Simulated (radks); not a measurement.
Results of a calculation; reference values are marked as such.
Task: These are the eigenvalues of the occupied orbitals of an atom or ion with whole-number occupations (hartree). Code: a radial shooting solver on a logarithmic mesh with Libxc functionals. Model: scalar-relativistic Kohn-Sham, r2SCAN, spin-polarised, spherical densities, finite nucleus; meta-GGA in the generalised Kohn-Sham scheme; Fermi nuclear charge, rms radius of each element as measured or else 0.836 A^(1/3) + 0.57 fm.

orbital  eigenvalue
1s up     -1658.100
1s down   -1658.100
2s down   -271.2845
2s up     -271.2838
2p down   -242.2618
2p up     -242.2615
3s up     -60.37379
3s down   -60.31411
3p up     -51.21109
3p down   -51.15124
3d up     -38.65017
3d down   -38.60317
4s up     -13.10961
4s down   -12.95130
4p up     -10.08222
4p down    -9.92170
4d up      -5.78850
4d down    -5.62521
5s up      -2.62323
5s down    -2.54041
5p up      -1.85272
5p down    -1.79201
4f up      -1.20441

Which element is it, and in what charge state? The configuration may be excited. Open shells, if any, are filled with parallel spins first.

Result: Z = 61, promethium, charge +3: Pm3+ in [Xe] 4f4. The list shows which subshells hold electrons but not how many an open one holds; the 1s level, -1658.1 hartree, gives Z - s = 57.6 by -(Z - s)^2/2, which with screening and relativity narrows Z to a few neighbours, and the depths of the outer levels then fix element, charge and occupations together.
